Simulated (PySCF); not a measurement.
**Energy of Te⁻ (tellurium, charge -1) between two integer charges**

The 5p beta orbital of [Kr] 4d10 5s2 5p5 is emptied in steps (occupation f), with all orbitals relaxed, ending at [Kr] 4d10 5s2 5p4. Calculation: PySCF 2.14, in aug-cc-pVTZ-DK3; scalar relativity by spin-free X2C-1e. The exact energy is a straight line in f; departures are measured from the line between the end points of the same method.

```json
{"f": "1", "UHF (eV)": "0.000", "LDA (eV)": "0.000", "PBE (eV)": "0.000", "PBE0 (eV)": "0.000", "r2SCAN (eV)": "0.000", "LC-wPBE (eV)": "0.000", "BHandHLYP (eV)": "0.000", "CAM-B3LYP (eV)": "0.000", "HSE06 (eV)": "0.000"}
{"f": "0.75", "UHF (eV)": "0.170", "LDA (eV)": "-0.563", "PBE (eV)": "-0.536", "PBE0 (eV)": "-0.365", "r2SCAN (eV)": "-0.495", "LC-wPBE (eV)": "0.075", "BHandHLYP (eV)": "-0.213", "CAM-B3LYP (eV)": "-0.168", "HSE06 (eV)": "-0.444"}
{"f": "0.5", "UHF (eV)": "0.207", "LDA (eV)": "-0.765", "PBE (eV)": "-0.726", "PBE0 (eV)": "-0.493", "r2SCAN (eV)": "-0.658", "LC-wPBE (eV)": "0.095", "BHandHLYP (eV)": "-0.294", "CAM-B3LYP (eV)": "-0.234", "HSE06 (eV)": "-0.600"}
{"f": "0.25", "UHF (eV)": "0.143", "LDA (eV)": "-0.583", "PBE (eV)": "-0.552", "PBE0 (eV)": "-0.374", "r2SCAN (eV)": "-0.489", "LC-wPBE (eV)": "0.070", "BHandHLYP (eV)": "-0.228", "CAM-B3LYP (eV)": "-0.182", "HSE06 (eV)": "-0.454"}
{"f": "0", "UHF (eV)": "0.000", "LDA (eV)": "0.000", "PBE (eV)": "0.000", "PBE0 (eV)": "0.000", "r2SCAN (eV)": "0.000", "LC-wPBE (eV)": "0.000", "BHandHLYP (eV)": "0.000", "CAM-B3LYP (eV)": "0.000", "HSE06 (eV)": "0.000"}
```

```csv
method,E(f=0) − E(f=1) (eV),−ε at f=1 (eV),−ε at f=0.5 (eV)
UHF,1.059,2.062,0.987
LDA,2.327,-0.607,2.273
PBE,2.075,-0.731,2.035
PBE0,2.031,0.116,2.009
r2SCAN,2.042,-0.583,2.061
LC-wPBE,2.002,2.427,1.989
BHandHLYP,1.964,0.875,1.924
CAM-B3LYP,2.112,1.259,2.075
HSE06,2.074,-0.253,2.046
```

Orbital energy along the path (eV):

| f | UHF | LDA | PBE | PBE0 | r2SCAN | LC-wPBE | BHandHLYP | CAM-B3LYP | HSE06 |
| --- | --- | --- | --- | --- | --- | --- | --- | --- | --- |
| 1 | -2.062 | 0.607 | 0.731 | -0.116 | 0.583 | -2.427 | -0.875 | -1.259 | 0.253 |
| 0.75 | -1.446 | -0.779 | -0.608 | -1.035 | -0.719 | -2.185 | -1.364 | -1.634 | -0.863 |
| 0.5 | -0.987 | -2.273 | -2.035 | -2.009 | -2.061 | -1.989 | -1.924 | -2.075 | -2.046 |
| 0.25 | -0.633 | -3.848 | -3.522 | -3.015 | -3.363 | -1.811 | -2.542 | -2.570 | -3.273 |
| 0 | -0.355 | -5.476 | -5.049 | -4.038 | -4.627 | -1.631 | -3.218 | -3.125 | -4.502 |

At f = 1 the orbital energy is positive for LDA, PBE, r2SCAN, HSE06: only the finite basis holds the electron.

Reference removal energy between the ground levels: 1.971 eV (measured; photodetachment measurements, as compiled on the Wikipedia data page of electron affinities). The calculation has no spin-orbit coupling. UHF lacks correlation.
